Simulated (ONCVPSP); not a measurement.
Sn (Z = 50): one change to an ONCV potential, before and after

tin, optimised norm-conserving Vanderbilt (ONCV), made with ONCVPSP 4.0.1 (PBEsol, scalar-relativistic). Core [Kr] 4d10, reference 5s2 5p2. Waves: 5s: rc 2.20 bohr, ncon 4, nbas 8, qcut 2.5 1/bohr, 1 projector; 5p: rc 2.85 bohr, ncon 3, nbas 6, qcut 3.5 1/bohr, 3 projectors, debl 0.4 Ha. Local part: polynomial inside 2.10 bohr (lpopt 5, dvloc0 0 Ha). Core correction: polynomial model core, fcfact 0.55.

Change: s: qcut 1.9.

Cutoffs: the cutoffs (Ha) at which the residual kinetic energy of the hardest occupied pseudo-wave falls to 1 and 0.1 mHa per electron; they do not see the model core or the augmentation charge, which bear on the density cutoff. Errors are all-electron minus pseudo energies relative to the spin-unpolarised reference configuration.

Task: Predict the effect on cutoff, ghosts and configuration errors.

Result: The potential gets harder (27 Ha and 36 Ha → 31 Ha and 37 Ha); of the 4 tests that both files solve, the error grows in 1 and shrinks in 0 by more than 15 % and 0.3 meV (median size 41.7 → 41.2 meV); neither file shows a bound ghost.

```csv
quantity,base,changed
"cutoff, loose",27 Ha,31 Ha
"cutoff, tight",36 Ha,37 Ha
loose cutoff by channel,"s 27 Ha, p 3.2 Ha","s 31 Ha, p 3.2 Ha"
bound ghosts,none,none
GHOST(+) flags under 300 eV,s at 13.8 eV,s at 12.0 eV
"error for 5s2 5p1, meV [ΔE 6.90 eV]",-9.3,-8.8
"error for 5s2 5p0, meV [ΔE 20.87 eV]",-69,-64
"error for 5s1 5p0, meV [ΔE 51.89 eV]",-373,-356
"error for 5s1 5p3, meV [ΔE 7.01 eV]",-15,-19
s: phases at 2.23 bohr within 0.05 rad from the reference energy up to (Ha; the scan ends near 5),0.2,0.1
p: phases at 2.89 bohr within 0.05 rad from the reference energy up to (Ha; the scan ends near 5),4.2,4.2
"rms error of d²Exc/dni dnj with the model core, mHa",0.35,0.43
```
